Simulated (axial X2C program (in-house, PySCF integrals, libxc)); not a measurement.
**SbCl⁺: from Re and ωe to a spectrum**

A bond curve at the PBE0 level, with spin–orbit coupling, was computed with an in-house relativistic program for diatomic molecules (basis Sb dyall-cv3z [11s12p8d4f1g], Cl dyall-av3z [9s8p3d2f] (cores contracted in-house)) for the state Ω = 1/2 (⟨Sz⟩ = -0.49, ⟨Lz⟩ = 0.99 at PBE0). Its fit gives Re = 2.2427 Å, ωe = 448.5 cm⁻¹, ωexe = 1.17 cm⁻¹ and αe = 4.550e-04 cm⁻¹; the masses are 120.9038 and 34.9689 u. Two-component means X2C with spin–orbit coupling and atomic mean-field Coulomb and Gaunt terms.

Find the reduced mass, Be and the force constant.

From the PBE0 values: μ = 27.1239 u. Be = 16.8576/(μ Re²) = 0.1236 cm⁻¹. k = 5.8918×10⁻⁷ μ ωe² = 3.21 mdyn/Å.

Estimate the centrifugal constant by the Kratzer relation.

D = 4Be³/ωe² = 3.75e-08 cm⁻¹.

Where do the fundamental and the first overtone lie?

ν(1←0) = ωe − 2ωexe = 446.2 cm⁻¹; ν(2←0) = 2ωe − 6ωexe = 890.0 cm⁻¹.

A Morse curve ties αe to the other constants (Pekeris). How well does that hold?

αe(Morse) = 6Be²/ωe × (√(ωexe/Be) − 1) = 4.243e-04 cm⁻¹; the PBE0 curve gives 4.550e-04 cm⁻¹, a ratio of 0.93.

One determinant describes the state; a PBE0 search over occupations chose it and may have missed a lower one. Density functionals use the spin component along the axis (collinear). The functionals have no current-density term, which raises determinants with orbital currents, atoms included.
